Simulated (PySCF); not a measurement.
Compound: C₆H₁₁F₂NSi.
Atom-mapped SMILES: `[F:1][CH:2]([F:3])[C@@:4]1([N:5]2[CH2:6][CH2:7]2)[CH2:8][CH2:9][SiH2:10]1`

Probes without a nucleus sit at each ring's centroid and 1 Å off its mean plane on both sides; NICS is minus the shielding there, NICSzz its component along the normal. Level: GIAO PBE0/pcSseg-1 (PySCF, non-relativistic, gas phase) on the GFN2-xTB geometry, one conformer.

Rings: 1. C4–C8–C9–Si10; 2. N5–C6–C7.

```
set  NICS(0)  NICS(1), two faces  NICS(1)zz, two faces
  P     -1.5         -1.5 / -1.6            3.2 / -0.7
  Q    -46.7         -9.1 / -6.3         -24.0 / -23.5
```

Q: Which set (ppm) belongs to which ring?

A: P = 1, Q = 2.
- 1 (4-membered ring with Si; formal bonds all single): mean NICS(1)zz 1.3 ppm, near zero. C4, C8, C9, Si10 have four or more neighbours, so the value isn't read as a sign of a π ring current.
- 2 (3-membered ring with N; formal bonds all single): mean NICS(1)zz -23.8 ppm, shielded. C6, C7 have four or more neighbours, so the value isn't read as a sign of a π ring current.

Q: How do the rings differ in shape?

A: 
```tsv
ring	bond lengths (Å)	rms pucker (Å)	HOMA	nearest outside atom to a NICS(1) probe (Å)
1	1.553, 1.542, 1.915, 1.936	0.07	–	hydrogen 1.58
2	1.434, 1.480, 1.441	0.00	–	hydrogen 1.42
```

The values belong to the conformer `[F:1][CH:2]([F:3])[C@@:4]1([N:5]2[CH2:6][CH2:7]2)[CH2:8][CH2:9][SiH2:10]1`: F1–C2–C4–N5 64°, C2–C4–N5–C6 167°.
